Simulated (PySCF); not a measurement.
C8H5FO2.
Z-matrix (Å and degrees, GFN2-xTB geometry), rows numbered from 1:
```
O 
C   1  1.2055
O   2  1.3342  1  122.78
C   2  1.4806  1  123.20  3   180.00
C   4  1.4239  2  126.29  1  -179.77
F   5  1.3428  4  119.20  2    -0.02
C   5  1.3818  4  123.93  2   179.97
C   7  1.4099  5  122.42  4     0.04
C   8  1.3566  7  113.03  5    -0.05
C   4  1.3646  2  122.76  1     0.19
C  10  1.4847  4  171.93  2     0.17
H   3  0.9695  2  110.40  1     0.05
H   7  1.0791  5  117.68  4  -179.95
H   8  1.0789  7  121.18  5   179.95
H  11  1.0835  9  119.11 10   106.40
H  11  1.0835  9  119.11 10  -106.40
```

NICS is the negative of the GIAO shielding at a point without a nucleus: at the ring centre (0) and 1 Å above and below it (1); zz is the component along the ring normal. Level: GIAO PBE0/pcSseg-1 (PySCF, non-relativistic, gas phase) on the GFN2-xTB geometry, one conformer.

Ring bond lengths (Å), with Mayer bond orders in brackets: C4–C5 1.424 (1.21), C5–C7 1.382 (1.54), C7–C8 1.410 (1.35), C8–C9 1.357 (1.48), C9–C10 1.378 (1.18), C10–C4 1.365 (1.41); C9–C10 1.378 (1.18), C10–C11 1.485 (1.01), C11–C9 1.489 (1.00).

**Question.** What do the NICS probes read (ppm)?

**Answer.** 
| ring | type | NICS(0) | NICS(1), two faces | NICS(1)zz, two faces | rms pucker (Å) | centre to ring atoms, mean (Å) |
| --- | --- | --- | --- | --- | --- | --- |
| C4–C5–C7–C8–C9–C10 | 6-membered carbocycle; formal bonds all aromatic | -9.2 | -11.1 / -11.1 | -24.0 / -24.0 | 0.00 | 1.38 |
| C9–C10–C11 | 3-membered carbocycle; formal bonds 1 aromatic, 2 single | -21.7 | -7.0 / -7.0 | -13.2 / -13.2 | 0.00 | 0.84 |

**Question.** What can be read from them?

**Answer.** 
- C4–C5–C7–C8–C9–C10: mean NICS(1)zz -24.0 ppm, shielded. The ring is flat and has no four-coordinate atom; by the NICS criterion it is aromatic, though in fused rings the probe also feels the neighbouring ring.
- C9–C10–C11: mean NICS(1)zz -13.2 ppm, shielded. C11 has four or more neighbours, so the value isn't read as a sign of a π ring current. NICS(0) lies 15 ppm below the mean NICS(1).

**Question.** How equal are the bonds by HOMA? HOMA = 1 − mean of α(R − Ropt)² over the ring bonds, with Krygowski's 1993 parameters (CC: Ropt 1.388 Å, α 257.7 Å⁻²).

**Answer.** 
- C4–C5–C7–C8–C9–C10: HOMA 0.85 = 1 − EN − GEO, with mean bond length 1.386 Å, EN = α(Ropt − mean)² = 0.001 and GEO = α × variance = 0.146. The geometric and the magnetic index point the same way.

**Question.** List the ring angles and the Hirshfeld charges of the ring atoms.

**Answer.** 
- C4–C5–C7–C8–C9–C10: C4 110.9° (-0.031 e), C5 123.9° (+0.097 e), C7 122.4° (-0.068 e), C8 113.0° (-0.026 e), C9 124.1° (-0.022 e), C10 125.5° (0.000 e); sum 720.0° against 720° for a flat convex ring.
- C9–C10–C11: C9 62.2° (-0.022 e), C10 62.5° (0.000 e), C11 55.2° (-0.047 e); sum 180.0° against 180° for a flat convex ring.
